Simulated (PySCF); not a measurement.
Al(F)2(SeH) (AlF2HSe), SMILES [SeH][Al]([F])[F]. Atoms are numbered in the order given.

```xyz
5

Al    -0.0020    -0.9816     0.0000
F     -1.4128    -1.8442     0.0000
F      1.4357    -1.8015     0.0000
Se    -0.0472     1.3013     0.0000
H      1.4255     1.3275     0.0000
```

The structure is a stationary point at r2SCAN-D4/def2-SVP. One conformer was computed; it need not be the lowest.

Level of theory: TDA-ωB97X/def2-SVPD in PySCF.

Vertical excitations. Isolated molecule, no solvent. State labels are in the subgroup Cs.

Task: Give excitation energies, oscillator strengths and character. (The exact figures need the calculation; the answer reports its results.)

Result: 
| state | symmetry | energy (eV) | λ (nm) | f | main pairs |
|---|---|---|---|---|---|
| S1 | A" | 5.66 | 219 | 0.068 | HOMO→LUMO 80 %, HOMO→LUMO+2 13 % |
| S2 | A" | 5.98 | 207 | 0.017 | HOMO→LUMO+2 81 % |
| S3 | A' | 6.73 | 184 | 0.026 | HOMO→LUMO+1 76 %, HOMO−1→LUMO 14 % |
| S4 | A' | 7.76 | 160 | 0.256 | HOMO−1→LUMO 55 %, HOMO−1→LUMO+2 33 % |
| S5 | A" | 7.92 | 156 | 0.005 | HOMO→LUMO+7 59 %, HOMO→LUMO+6 10 %, HOMO→LUMO+8 9 % |
| S6 | A" | 8.16 | 152 | 0.010 | HOMO−1→LUMO+1 79 % |
| S7 | A" | 8.29 | 150 | 0.001 | HOMO→LUMO+3 79 % |
| S8 | A' | 8.30 | 149 | 0.422 | HOMO−1→LUMO+2 51 %, HOMO−1→LUMO 23 %, HOMO→LUMO+1 12 % |
| S9 | A" | 8.58 | 145 | 0.013 | HOMO→LUMO+4 78 % |
| S10 | A' | 8.77 | 141 | 0.010 | HOMO→LUMO+5 78 % |
| T1 | A" | 5.35 | 232 | 0 | HOMO→LUMO 64 %, HOMO→LUMO+2 26 % |
| T2 | A" | 5.54 | 224 | 0 | HOMO→LUMO+2 65 %, HOMO→LUMO 23 % |
| T3 | A' | 6.07 | 204 | 0 | HOMO→LUMO+1 90 % |
| T4 | A' | 6.78 | 183 | 0 | HOMO−1→LUMO 63 %, HOMO−1→LUMO+2 22 % |
Triplets are in the Tamm–Dancoff approximation.
